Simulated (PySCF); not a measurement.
**SrS: frontier orbitals**

r²SCANh at R = 2.455 Å; Sr def2-SVP with ECP28, S def2-SVP; scalar-relativistic core potentials (PySCF 2.14). State: ¹Σ⁺ (singlet), closed shell. Only the outer orbitals are listed, counted within each symmetry, core potentials removing the inner ones.

| orbital | occ. | ε (eV) | on Sr (%) | main shells (%) |
| --- | --- | --- | --- | --- |
| 4σ | 2 | -43.05 | 100 | 100 Sr s |
| 2π | 2 | -23.79 | 100 | 100 Sr p |
| 2π | 2 | -23.79 | 100 | 100 Sr p |
| 5σ | 2 | -23.67 | 97 | 97 Sr p |
| 6σ | 2 | -14.28 | 9 | 91 S s |
| 7σ | 2 | -4.64 | 31 | 67 S p, 16 Sr s, 12 Sr d |
| 3π | 2 | -4.32 | 21 | 79 S p, 16 Sr d |
| 3π | 2 | -4.32 | 21 | 79 S p, 16 Sr d |
| 8σ | 0 | -2.19 | 91 | 68 Sr s, 19 Sr p, 8 S p |
| 4π | 0 | -0.59 | 100 | 68 Sr p, 31 Sr d |
| 4π | 0 | -0.59 | 100 | 68 Sr p, 31 Sr d |

Q: Which are the highest filled and the lowest empty level, where do they sit, and how wide is the gap?

A: Highest filled 3π at -4.32 eV (in %: 79 S p, 16 Sr d); lowest empty 8σ at -2.19 eV (in %: 68 Sr s, 19 Sr p, 8 S p); the gap at r²SCANh is 2.13 eV.

```json
{
  "bond order (Mayer)": "2.34",
  "⟨S²⟩": "0.000",
  "charge on Sr (Mulliken, basis-dependent)": "0.43",
  "charge on Sr (Löwdin, basis-dependent)": "0.19",
  "dipole moment (positive dipole means Sr(−)S(+))": "-10.41 D"
}
```
